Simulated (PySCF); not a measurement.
Static response to an electric field

Compound: C6H10FN.
Cartesian coordinates in Å at the GFN2-xTB level; atoms count from 1:
```
atom  x, y, z in Å
C1    -2.153    0.622    0.185
C2    -0.723    0.456   -0.303
F3    -0.587    1.238   -1.454
C4    -0.345   -0.984   -0.673
C5     1.180   -1.011   -0.597
C6     1.531   -0.001    0.473
N7     2.597    0.141    1.117
C8     0.347    0.901    0.698
H9    -2.343    1.666    0.425
H10   -2.846    0.313   -0.594
H11   -2.319    0.016    1.071
H12   -0.777   -1.666    0.060
H13   -0.724   -1.242   -1.661
H14    1.584   -2.000   -0.380
H15    1.613   -0.663   -1.539
H16    3.335   -0.522    0.892
H17    0.625    1.943    0.543
H18   -0.006    0.800    1.724
```

Level: B3LYP/def2-SVPD (PySCF), static field, nuclei fixed, core orbitals frozen in the response. The polarisability tensor in these axes (au):

```
x   89.82 -4.30  6.52
y   -4.30 70.96  5.18
z    6.52  5.18 70.29
```

Question: Diagonalise the tensor; give its mean and Δα, where Δα² is half the sum of the squared differences of the eigenvalues.

Answer: Principal values 63.20, 75.72 and 92.14 au; mean 77.02 au = 11.41 Å³ = 12.70 × 10⁻⁴⁰ C²·m²/J; Δα = 25.14 au (33 % of the mean).

Question: What is the dipole moment, and where does it point?

Answer: (-1.33, -2.24, -0.10) D, 2.61 D in size, pointing from the negative to the positive side. Measured along this direction, the outermost atoms are H17 at the negative end and H12 at the positive end.

Question: Along which axes do the principal values lie, and how far do the nuclei extend along each?

Answer: Largest value along (0.96, -0.13, 0.25), where the nuclei span 6.41 Å; middle along (-0.07, 0.76, 0.65), 3.76 Å; least along (-0.28, -0.64, 0.72), 3.08 Å. The response follows the extents in order.

Question: Molar refractivity from α?

Answer: Lorentz–Lorenz: R = (4π/3)N_A α = 2.5225 cm³/(mol·Å³) × 11.41 Å³ = 28.8 cm³/mol, in the limit of long wavelengths.

Question: What are the principal values of the traceless quadrupole moment, Θ = ½Σq(3rr − r²1), about the centre of nuclear charge?

Answer: -10.78, 0.48, 10.30 D·Å. The values depend on the origin, since the dipole doesn't vanish. The electronic extent ⟨r²⟩ about the same centre is 959 bohr², a root-mean-square distance of 2.08 Å for the 62 electrons.

Geometry: GFN2-xTB, one conformer, isolated molecule.
